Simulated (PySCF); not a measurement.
Method: PBE-D3(BJ)/def2-TZVP // B3LYP-D3(BJ)/def2-TZVP (PySCF). Isolated molecules, 0 K electronic values unless said otherwise. One relaxed conformer stands for a flexible species; it need not be the lowest. Excitations are Tamm–Dancoff values on a coarser integration grid. The basis has no diffuse functions, so Rydberg states are missing or too high.

Reference species (SMILES): `[OH][Ge]([OH])([OH])[OH]` (neutral, multiplicity 1).

```yaml
S1 oscillator strength: 0.014
S1–T1 gap (TDA): 0.32 eV
```

Changed species: `[Ge]([SH])([OH])([OH])[SH]` (2 of 4 OH replaced by SH; the reference has 0 of 4 OH replaced by SH).

Question: What does the change do to the S1 oscillator strength and S1–T1 gap (TDA)?

Answer: the S1 oscillator strength stays essentially unchanged; the S1–T1 gap (TDA) rises by 0.04 eV, to 0.36 eV.
